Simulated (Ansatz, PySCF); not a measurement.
Here is a job for PySCF.
```python
from pyscf import gto, scf, dft

mol = gto.M(
    atom='''
Si   -1.195532    0.130926    0.115950
P     1.147384   -0.110878   -0.170900
H    -1.661853   -0.917766   -0.784867
H    -1.355753    1.517756   -0.307738
H    -1.306067   -0.135464    1.550781
H     1.791884   -1.329568   -0.014638
H     2.058474    0.695242    0.496667
''',
    basis='sto-3g',
    charge=1,
    spin=1,
    verbose=4,
)

mf = dft.UKS(mol)
mf.xc = 'wb97m_v'
mf.grids.atom_grid = (99, 590)
mf.grids.prune = None
mf.kernel()
```

### Question
Write the same job for Ansatz (an electronic-structure program).

### Answer
This is not unique; one that fits is 
Ansatz 0.2 input:
```yaml
crystal:
  periodic: [false, false, false]
  atoms:
    - {symbol: Si, position_ang: [-1.19553190, 0.13092631, 0.11594985]}
    - {symbol: P, position_ang: [1.14738417, -0.11087790, -0.17090010]}
    - {symbol: H, position_ang: [-1.66185324, -0.91776619, -0.78486695]}
    - {symbol: H, position_ang: [-1.35575298, 1.51775643, -0.30773847]}
    - {symbol: H, position_ang: [-1.30606733, -0.13546430, 1.55078051]}
    - {symbol: H, position_ang: [1.79188379, -1.32956783, -0.01463819]}
    - {symbol: H, position_ang: [2.05847381, 0.69524216, 0.49666658]}
basis:
  gaussian:
    orbitals: STO-3G
hamiltonian:
  xc: {name: wB97M-V}
total_charge: 1
magnetization: {spin_polarized: true, initial_magnetization: 1}
accuracy: high
```

Both were run: PySCF gave -626.412046 Eh and Ansatz -626.412046 Eh, 0.000 mEh apart.
